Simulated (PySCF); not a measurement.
# Correlation energy of P⁺ (phosphorus, charge +1)

[Ne] 3s2 3p2, high-spin 3P determinant. All numbers are calculated (PySCF 2.14, the spin-free X2C one-electron Hamiltonian (Gaussian nucleus), in cc-pVDZ-DK). Frozen: [Ne]; 4 electrons correlated.

MP2 pair energies summed by pair of shells (mhartree):

```tsv
pair	energy	share (%)
3s-3p	-29.67	60.1
3s-3s	-14.54	29.4
3p-3p	-5.17	10.5
```

Total MP2 correlation energy: -49.39 mhartree.

Same-spin part -8.13 and opposite-spin part -41.26 mhartree; SCS-MP2 scales them by 1/3 and 6/5 to -52.23 mhartree.

```json
{"level": "CCSD", "correlation energy (mhartree)": "-69.85"}
{"level": "(T)", "correlation energy (mhartree)": "-0.91"}
{"level": "CCSD(T)", "correlation energy (mhartree)": "-70.76"}
```

Diagnostics: T1 = 0.0079, D1 = 0.0214, largest double amplitude 0.106.

Cost of the coupled-cluster step: 0.07 s of wall time on 1 thread of Neoverse-V2 (shared host), for 4 correlated electrons.

Iterations:

```
CC2 = 0
CCSD nocc = (np.int64(3), np.int64(1)), nmo = (13, 13)
frozen orbitals [[0, 1, 2, 3, 4], [0, 1, 2, 3, 4]]
max_cycle = 100
direct = 0
conv_tol = 1e-08
conv_tol_normt = 1e-06
diis_space = 8
diis_start_cycle = 0
Init t2, MP2 energy = -0.0493917677861595
Init E_corr(UCCSD) = -0.0493917677861717
cycle = 1  E_corr(UCCSD) = -0.0633744885826185  dE = -0.0139827208  norm(t1,t2) = 0.0510263
cycle = 2  E_corr(UCCSD) = -0.0674934029836109  dE = -0.0041189144  norm(t1,t2) = 0.0192265
cycle = 3  E_corr(UCCSD) = -0.0698529924102064  dE = -0.00235958943  norm(t1,t2) = 0.0086109
cycle = 4  E_corr(UCCSD) = -0.0698403921753015  dE = 1.26002349e-05  norm(t1,t2) = 0.00151892
cycle = 5  E_corr(UCCSD) = -0.0698587887893593  dE = -1.83966141e-05  norm(t1,t2) = 0.000226494
cycle = 6  E_corr(UCCSD) = -0.0698523980720481  dE = 6.39071731e-06  norm(t1,t2) = 3.01422e-05
cycle = 7  E_corr(UCCSD) = -0.0698548470298418  dE = -2.44895779e-06  norm(t1,t2) = 6.46766e-06
cycle = 8  E_corr(UCCSD) = -0.0698542715232414  dE = 5.755066e-07  norm(t1,t2) = 1.72223e-06
cycle = 9  E_corr(UCCSD) = -0.0698543061294059  dE = -3.46061645e-08  norm(t1,t2) = 1.86855e-07
cycle = 10  E_corr(UCCSD) = -0.0698543061594626  dE = -3.00566932e-11  norm(t1,t2) = 2.79431e-08
UCCSD converged
E(UCCSD) = -341.2286287235805  E_corr = -0.06985430615946259
UCCSD(T) correction = -0.000909104256143394
```
